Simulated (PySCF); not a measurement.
C4H8ClF, SMILES CCC[C@@H](F)Cl.

Coordinates come from a B3LYP-D3(BJ)/def2-SVP optimisation. The structure was generated by enumeration; whether it is a known compound was not checked. The values are those of a single conformer.

Two levels are set side by side: PBE/def2-TZVP (PySCF) and r2SCAN/def2-TZVP (PySCF). Same geometry, gas phase. Differences are taken from unrounded values.

| quantity | PBE |
|---|---|
| orbital gap (eV) | 6.62 |
| highest occupied level (eV) | -7.14 |
| lowest empty level (eV) | -0.52 |
| dipole moment (D) | 2.29 |
| mean polarisability (bohr³) | 65.2 |

Problem. These are the PBE values. What does r2SCAN give? (An estimate is asked for; the answer gives what the named calculation found.)

Solution. 
| quantity | r2SCAN | PBE minus r2SCAN |
|---|---|---|
| orbital gap (eV) | 7.24 | -0.62 |
| highest occupied level (eV) | -7.47 | 0.33 |
| lowest empty level (eV) | -0.23 | -0.29 |
| dipole moment (D) | 2.42 | -0.13 |
| mean polarisability (bohr³) | 63.8 | 1.4 |

Rough cost on one machine, each run with all the roots and properties that it gave: r2SCAN against PBE about 4 times.
